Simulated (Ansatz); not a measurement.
Relaxation of Cl$_{3}$H$_{3}$OSn (8 atoms, charge 0, multiplicity 1), to a largest force component of 0.03 eV/Å in at most 50 steps.

All numbers below come from RKS BHLYP/def2-SVP in Ansatz 0.2.0.

```xyz
8
Properties=species:S:1:pos:R:3
Sn 0.218 0.130 -0.196
H -0.028 0.103 1.511
Cl 2.495 -0.040 -0.660
Cl -0.522 2.054 -1.253
Cl -0.803 -1.725 -1.175
O -2.540 -0.020 1.325
H -2.903 -0.845 1.004
H -1.813 -0.286 1.920
```

Question: Where does it end, and by what steps?

Answer: The run converged. The force dipped under the threshold on the way, but the program's further checks kept it going. After 21 steps the energy has fallen by 0.414 eV; H7 moved furthest, 1.41 Å.

| step | energy less start (eV) | largest force component (eV/Å) | accepted |
| --- | --- | --- | --- |
| 0 | 0.0000 | 1.107 | yes |
| 1 | -0.0586 | 1.876 | yes |
| 2 | 0.0062 | 3.416 | no |
| 3 | -0.1120 | 1.606 | yes |
| 4 | -0.1837 | 1.285 | yes |
| 5 | -0.2328 | 1.282 | yes |
| 6 | -0.2719 | 0.778 | yes |
| 7 | -0.2972 | 0.425 | yes |
| 8 | -0.3029 | 0.102 | yes |
| 9 | -0.3042 | 0.208 | yes |
| 10 | -0.3063 | 0.064 | yes |
| 11 | -0.3094 | 0.195 | yes |
| 12 | -0.3107 | 0.375 | yes |
| 13 | -0.3214 | 0.348 | yes |
| 14 | -0.3393 | 0.196 | yes |
| 15 | -0.3625 | 0.249 | yes |
| 16 | -0.3856 | 0.223 | yes |
| 17 | -0.3874 | 0.258 | yes |
| 18 | -0.4124 | 0.030 | yes |
| 19 | -0.4139 | 0.018 | yes |
| 20 | -0.4139 | 0.036 | no |
| 21 | -0.4140 | 0.029 | yes |

```xyz
8
Properties=species:S:1:pos:R:3
Sn 0.184 0.005 0.106
H 0.594 0.269 1.717
Cl 2.214 0.092 -1.074
Cl -1.053 1.673 -0.994
Cl -0.594 -2.132 -0.486
O -2.097 -0.110 1.277
H -2.665 0.538 0.856
H -2.479 -0.965 1.075
```

Whether the end is a true minimum wasn't checked by a vibrational analysis.

Time of the run: 42 s on 2 threads of AMD EPYC 9R45 96-Core Processor (Zen 5) (shared host), peak memory 0.31 GiB.
